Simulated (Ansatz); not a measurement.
Job for Ansatz (an electronic-structure program): R-B3LYP/def2-TZVPP on CH4Te (SMILES C[TeH]), atoms moved off the minimum. Elements past Kr take the def2 small-core potentials; no spin–orbit coupling.

Ansatz 0.2 input:
```yaml
crystal:
  periodic: [false, false, false]
  atoms:
    - {symbol: Te, position_ang: [0.02716832, 0.22210262, 0.22938434]}
    - {symbol: H, position_ang: [-0.36202606, 1.37231976, -0.92317268]}
    - {symbol: C, position_ang: [-0.04048638, -1.45649175, -1.16547893]}
    - {symbol: H, position_ang: [0.70479325, -1.23456057, -1.92424915]}
    - {symbol: H, position_ang: [-1.02372110, -1.51588954, -1.62070820]}
    - {symbol: H, position_ang: [0.17611095, -2.32490508, -0.57299653]}
basis:
  gaussian:
    orbitals: def2-TZVPP
hamiltonian:
  xc: {name: B3LYP}
scf: {lower_state_search: off}
output: {forces: true}
```

Output:

```
WARN ansatz: RAYON_NUM_THREADS=1 ignored (pool sized by the plan → 1); use --threads N
Functional definition: B3LYP
these checks for a lower state are left out or cut short: stability, starts, cluster_reference, orbital_swaps, neighbouring_geometries, increment
integrals: 0.04 GiB planned
839 factors; their error is unknown
mean field: 0.44 GiB planned
mean field evaluation 1: about -8392.0252 eV, gradient 5.2e1 eV
mean field evaluation 2: about -8383.5812 eV, gradient 7.1e1 eV
mean field evaluation 4: about -8398.3314 eV, gradient 3.8e0 eV
mean field evaluation 8: about -8398.4371 eV, gradient 4.9e-1 eV
mean field evaluation 16: about -8398.4374 eV, gradient 1.1e-4 eV
mean field -8398.43736351 eV, -308.6368804437 hartree, gradient 4.6e-6 eV, S^2 0.000000; 0 other end points of the search recorded, 0 dependent functions left out
the calculation of the forces begins
reference -8398.43757956 eV, -308.6368883833 hartree; 17, 17 occupied and 120, 120 virtual orbitals, 839 factors
Total energy: -8398.43757956 eV, -308.6368883833 hartree
Atom 0 at     0.027168     0.222103     0.229384 Å, force    -0.118062     0.048984    -0.050699 eV/Å
Atom 1 at    -0.362026     1.372320    -0.923173 Å, force     0.041018    -0.154233     0.083110 eV/Å
Atom 2 at    -0.040486    -1.456492    -1.165479 Å, force    -0.138534     0.934823    -0.299484 eV/Å
Atom 3 at     0.704793    -1.234561    -1.924249 Å, force     0.053783    -0.371930     0.094321 eV/Å
Atom 4 at    -1.023721    -1.515890    -1.620708 Å, force    -0.027819    -0.075168     0.123437 eV/Å
Atom 5 at     0.176111    -2.324905    -0.572997 Å, force     0.189614    -0.382477     0.049317 eV/Å
Dipole moment:    -0.007701    -0.173429    -0.164087 e Å
Checks for a lower state left out: stability, starts, cluster_reference, orbital_swaps, neighbouring_geometries, increment
```

The run converged.

Cost: around 2.3 core-seconds (rough).
